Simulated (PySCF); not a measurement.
## Orbital picture of InN⁻

CAM-B3LYP at R = 2.042 Å; basis In def2-TZVPPD with ECP28, N def2-TZVPPD; scalar-relativistic core potentials; PySCF 2.14. State: ²Π (doublet), unpaired electrons π ↑. Only the outer orbitals are listed, counted within each symmetry, core potentials removing the inner ones.

```tsv
spin	orbital	occ.	ε (eV)	on In (%)	main shells (%)
α	5σ	1	-14.49	39	61 N s, 32 In d
α	6σ	1	-5.12	73	72 In s, 24 N p
α	3π	1	-3.27	12	88 N p, 9 In p
α	3π	1	-2.24	17	83 N p, 13 In p
α	7σ	1	-1.50	51	44 N p, 32 In p, 18 In s
α	4π	0	3.83	96	86 In p, 10 In d
α	4π	0	4.03	94	80 In p, 14 In d
β	5σ	1	-12.85	23	76 N s, 12 In d
β	6σ	1	-4.90	78	77 In s, 16 N p
β	7σ	1	-1.03	49	44 N p, 36 In p, 12 In s
β	3π	1	-0.84	42	57 N p, 39 In p
β	3π	0	3.19	85	85 In p, 15 N p
```

Question: Which are the highest filled and the lowest empty level, where do they sit, and how wide is the gap?

Answer: Highest filled β 3π at -0.84 eV (in %: 57 N p, 39 In p); lowest empty β 3π at 3.19 eV (in %: 85 In p, 15 N p); the gap at CAM-B3LYP is 4.03 eV. Both belong to one degenerate shell, split only by its one-sided filling, so this is no excitation gap. An empty level above zero is unbound, and its energy depends on the basis.

| Quantity | Value |
| --- | --- |
| bond order (Mayer) | 1.88 |
| ⟨S²⟩ | 0.842 |
| charge on In (Mulliken, basis-dependent) | -0.40 |
| charge on In (Löwdin, basis-dependent) | -0.33 |
| dipole moment (positive dipole points towards N; it is taken about the centre of mass and depends on that origin) | -4.22 D |
| polarisability along the bond | 140.4 bohr³ |
| polarisability across the bond | 130.9 bohr³ |

Spin–orbit coupling is left out. The state was picked by a PBE0 search and need not be the measured ground state.
